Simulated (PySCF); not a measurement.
Species: `C=CC(C=C)[C@@H](C#N)O[SiH3]`. The columns A, B, C and D hold Mulliken, IAO, Hirshfeld and ESP-fitted charges (e) of one PBE0/pcSseg-1 density (PySCF), in a shuffled order. Coordinates in Å (GFN2-xTB); the density's dipole moment is (0.22, 1.29, -3.96) D.

```csv
atom,x,y,z,A,B,C,D
C1,-1.546,-1.738,-0.750,-0.306,-0.125,-0.093,-0.433
C2,-1.276,-0.920,0.249,-0.134,-0.122,-0.041,-0.093
C3,-0.442,0.320,0.117,-0.117,-0.333,-0.026,+0.042
C4,-1.185,1.523,0.618,-0.142,-0.152,-0.039,-0.253
C5,-1.386,2.613,-0.097,-0.308,-0.118,-0.094,-0.358
C6,0.876,0.141,0.922,+0.067,+0.222,+0.074,-0.140
C7,0.573,-0.077,2.327,+0.137,+0.110,+0.088,+0.432
N8,0.331,-0.252,3.430,-0.228,-0.240,-0.208,-0.462
O9,1.632,-0.931,0.456,-0.625,-0.612,-0.209,-0.351
Si10,2.475,-1.088,-0.921,+0.870,+0.692,+0.388,+0.609
H11,-2.142,-2.624,-0.611,+0.158,+0.123,+0.052,+0.185
H12,-1.185,-1.556,-1.749,+0.144,+0.115,+0.045,+0.184
H13,-1.645,-1.121,1.246,+0.153,+0.127,+0.046,+0.156
H14,-0.155,0.466,-0.930,+0.138,+0.129,+0.046,+0.153
H15,-1.559,1.447,1.631,+0.154,+0.125,+0.047,+0.185
H16,-1.926,3.458,0.293,+0.159,+0.125,+0.053,+0.181
H17,-1.023,2.704,-1.109,+0.146,+0.112,+0.047,+0.164
H18,1.457,1.077,0.850,+0.158,+0.152,+0.054,+0.163
H19,3.091,-2.372,-0.651,-0.117,-0.095,-0.067,-0.101
H20,3.417,0.028,-1.065,-0.151,-0.113,-0.081,-0.126
H21,1.610,-1.083,-2.104,-0.156,-0.121,-0.080,-0.138
```

Which column most likely holds the ESP-fitted charges?

D. Σ q r misses the density's dipole by 0.04 D (D), 0.39 D (A), 1.11 D (B), 1.37 D (C). Charges fitted to the outside potential are the only set here that is tied to the molecule's multipoles.

And the Hirshfeld charges?

C. The mean sizes are 0.089 e (C), 0.194 e (B), 0.218 e (A), 0.234 e (D), and Hirshfeld charges are commonly the smallest of these schemes.

As computed, A = IAO, B = Mulliken, C = Hirshfeld, D = ESP-fitted. Hydrogens on carbon: IAO +0.14 to +0.16, Mulliken +0.11 to +0.15, Hirshfeld +0.04 to +0.05, ESP-fitted +0.15 to +0.19 e.

The ESP scheme is a least-squares fit of atom-centred charges to the potential on four shells outside the van der Waals surface, with the total charge fixed. The IAO scheme projects the occupied orbitals on a minimal set of polarised atomic orbitals and counts the electrons in each atom's part of it.

Geometry: GFN2-xTB, one conformer, isolated molecule.

The run behind these numbers computed NMR shieldings as well. On Arm Neoverse V2, one thread, shared host with 192 logical CPUs at a one-minute load of 337, this took 61 s wall and 1.1 GiB of memory at its peak.

Shape of the structure used: `[CH2:1]=[CH:2][CH:3]([CH:4]=[CH2:5])[C@@H:6]([C:7]#[N:8])[O:9][SiH3:10]`: C1–C2–C3–C4 125°, C2–C3–C4–C5 -125°, C2–C3–C6–C7 -60°, C3–C6–O9–Si10 71°.
